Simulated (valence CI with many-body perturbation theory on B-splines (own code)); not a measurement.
Sb XIX: input, log and results

Computed by configuration interaction combined with many-body perturbation theory (CI+MBPT): five valence electrons over a frozen Dirac-Fock core [Ar] 3d10, a basis of 6 s, 6 p, 5 d, 3 f, 1 g functions for each j, with the one-electron correlation potential Σ1 (screened to all orders), the two-electron term Σ2, the three-electron term Σ3, Breit; selected single and double excitations, second order for the rest, scaled by the run's own slope (own B-spline code, finite nucleus).

Command, and the settings that its task file holds:

```sh
python run_cv.py task.json out
```

```
atom Sb  Z=51  mass_number=121  rms_radius_fm=4.6802
core [Ar] 3d10
valence 4s2 4p3
avg = 1
basis = S
breit = 1
cap = 10000
capref = 1200
cscale = 1
de = 0.0
dress = 0
eps = 2e-08
extrap = 1
h = 0.27
hh = 1
l2 = 3
lcore = 6
maxit = 60
n2 = 5
natural = 1
nlev = 21
nno = [3, 3, 3, 2, 1]
nroot = 26
nsp = [3, 3, 2, 1, 0]
pt2 = 1
qed = 0
rpa = 1
s1 = 1
s2 = 1
s3 = 1
screen = 1
tol = 2e-05
whole = 1
```

It took 35 s on 1 thread of Intel(R) Xeon(R) 6975P-C (Granite Rapids), with other jobs on the host.

Log. The first blocks belong to the next ion, which gives the ionisation energy. Fields: 2J, parity (1 odd), roots, reference size, generating configurations, candidates as configurations/state functions, variational space P, stored matrix elements, Davidson steps; e2 is the range of second-order energies in hartree. The first line gives the box (bohr), its intervals, the orbitals and the steps of their self-consistent field. Window is the range of levels sought, series limit the energy at which the first omitted orbital would enter, core excitation an estimate of the first excitation out of the core, left out the lowest levels not solved, and shifts from estimates the range by which levels moved from their first estimate, all in cm⁻¹.

```
rmax 6.0 intervals 60 orbitals 36 references ['4s2 4p3', '4s 4p4', '4s2 4p2 4d', '4p5', '4s 4p3 4d'] scf 5 t 0.8
2J=0 par=0 roots 2 ref 27 generators 8 cand 693/960 P 716/987 nnz 0 it 0
2J=0 par=0 roots 2 ref 27 generators 18 cand 1500/2373 P 2216/3360 nnz 7.9e+05 it 5
   second order: generators 34 cand 6999/13020 e2 -0.00002 -0.00002
reference levels 437, estimated 47, window 717925 1/cm; series limit 2390734, core excitation 3941872
2J=3 par=1 roots 4 ref 39 generators 18 cand 257/984 P 932/3514 nnz 1.5e+06 it 5
2J=3 par=1 roots 4 ref 39 generators 33 cand 1115/6461 P 2047/9975 nnz 9.1e+06 it 8
   second order: generators 64 cand 18355/241974 e2 -0.00175 -0.00026
2J=5 par=1 roots 2 ref 39 generators 10 cand 181/998 P 774/3527 nnz 1.6e+06 it 6
2J=5 par=1 roots 2 ref 39 generators 26 cand 987/6461 P 1761/9988 nnz 9.6e+06 it 10
   second order: generators 50 cand 18364/306035 e2 -0.00262 -0.00060
2J=1 par=1 roots 2 ref 24 generators 11 cand 197/813 P 1079/3317 nnz 1.2e+06 it 5
2J=1 par=1 roots 2 ref 24 generators 25 cand 1611/6608 P 2690/9925 nnz 7.4e+06 it 8
   second order: generators 44 cand 18110/146361 e2 -0.00067 -0.00024
2J=5 par=0 roots 6 ref 71 generators 20 cand 186/996 P 726/3556 nnz 1.6e+06 it 9
2J=5 par=0 roots 6 ref 71 generators 41 cand 1050/6307 P 1776/9863 nnz 9e+06 it 10
   second order: generators 78 cand 22895/389492 e2 -0.00355 -0.00140
2J=3 par=0 roots 7 ref 69 generators 21 cand 230/1027 P 827/3596 nnz 1.5e+06 it 11
2J=3 par=0 roots 7 ref 69 generators 38 cand 1124/6332 P 1951/9928 nnz 8.3e+06 it 9
   second order: generators 70 cand 21609/302574 e2 -0.00329 -0.00108
2J=1 par=0 roots 5 ref 45 generators 20 cand 309/1019 P 1196/3573 nnz 1.3e+06 it 7
2J=1 par=0 roots 5 ref 45 generators 35 cand 1544/6335 P 2740/9908 nnz 7.4e+06 it 8
   second order: generators 64 cand 19804/165143 e2 -0.00122 -0.00030
2J=7 par=0 roots 4 ref 51 generators 18 cand 218/953 P 734/3511 nnz 1.6e+06 it 5
2J=7 par=0 roots 4 ref 51 generators 32 cand 943/6282 P 1677/9793 nnz 9.3e+06 it 8
   second order: generators 59 cand 20477/383964 e2 -0.00259 -0.00240
2J=9 par=0 roots 2 ref 31 generators 11 cand 287/1074 P 959/3734 nnz 1.6e+06 it 5
2J=9 par=0 roots 2 ref 31 generators 29 cand 815/5786 P 1774/9520 nnz 8.9e+06 it 6
   second order: generators 47 cand 18301/339437 e2 -0.00173 -0.00166
left out: unestimated 1034116, estimated 784330, shifts from estimates -16 to 39
operators 1.6
```

The Davidson iterations converged.

No measured spectrum was set against this ion. As an estimate, levels hold to about 250 cm⁻¹ or 0.2 % of their energy and the worst to 1 %, as in measured heavy ions of charge 2 to 7; those with d or f electrons hold less well. Among the levels kept, up to 770 cm⁻¹ of a level comes from second order outside the variational space, and about a tenth of that is noise between levels of different J, which matters for small intervals.

```yaml
Valence_energy: -110.3709 hartree
Ionisation_energy: "511.2 eV (NIST: 510 ± 3 eV (theoretical))"
Reference_configurations_for_the_orbitals: 4s2 4p3, 4s 4p4, 4s2 4p2 4d, 4p5, 4s 4p3 4d
Radial_orbitals: 36
Box_radius: 6.032 bohr
Largest_variational_space: 9988
Lowest_levels: (4s^2 4p1/2^2 4p3/2) J=3/2 0.000, (4s^2 4p1/2 4p3/2^2) J=3/2 9.243, (4s^2 4p1/2 4p3/2^2) J=5/2 11.930, (4s^2 4p1/2 4p3/2^2) J=1/2 15.648, (4s^2 4p3/2^3) J=3/2 24.790, (4s 4p1/2^2 4p3/2^2) J=5/2 52.895, (4s 4p1/2^2 4p3/2^2) J=3/2 58.913, (4s 4p1/2^2 4p3/2^2) J=1/2 59.577, (4s 4p1/2 4p3/2^3) J=3/2 [a] 66.005, (4s 4p1/2 4p3/2^3) J=5/2 68.962, (4s 4p1/2 4p3/2^3) J=1/2 73.899, (4s 4p1/2 4p3/2^3) J=3/2 [b] 74.559, (4s^2 4p1/2^2 4d3/2) J=3/2 76.323, (4s^2 4p1/2^2 4d5/2) J=5/2 78.816 eV
```

Levels are named by their leading jj configuration (3d3/2^4 stands for four electrons in 3d with j = 3/2), which in mixed levels can hold well under half, so a name can repeat and another be missing. Letters in brackets count levels of one name in rising energy.
